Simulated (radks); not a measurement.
Values are calculated unless marked as measured or tabulated.
Question: Sr6+, configuration [Ar] 3d10 4s2 4p2. Code: a radial shooting solver on a logarithmic mesh with Libxc functionals. Model: scalar-relativistic Kohn-Sham, BLYP, spin-polarised, spherical densities, finite nucleus; open shells are filled with parallel spins first (spin-orbit coupling, left out, can overturn this in heavy ions); Fermi nuclear charge, rms radius 4.224 fm. Some entries of the table are withheld. Estimate them.

orbital,occ.,eigenvalue (eV),<r> (bohr),<1/r> (bohr^-1)
1s up,1,-16029.99,0.03916,39.00
1s down,1,-16029.69,0.03916,39.00
2s up,1,-2245.992,0.1725,8.704
2s down,1,-2245.822,0.1725,8.704
2p up,3,-2006.064,0.1503,8.500
2p down,3,-2005.785,0.1503,8.500
3s up,1,-419.3849,0.4913,2.923
3s down,1,-419.0106,0.4911,2.923
3p up,3,-341.8661,(1),2.770
3p down,3,-341.4443,(2),2.771
3d up,5,-213.7470,0.4945,2.521
3d down,5,-213.2694,0.4933,2.524
4s up,1,-117.5781,1.247,1.084
4s down,1,-114.6161,1.247,1.088
4p up,2,-96.7468,1.357,(3)
4p down,0,-93.7928,1.364,(4)

Answer: 
(1) 3p up <r> (bohr): 0.4971
(2) 3p down <r> (bohr): 0.4968
(3) 4p up <1/r> (bohr^-1): 0.9837
(4) 4p down <1/r> (bohr^-1): 0.9818
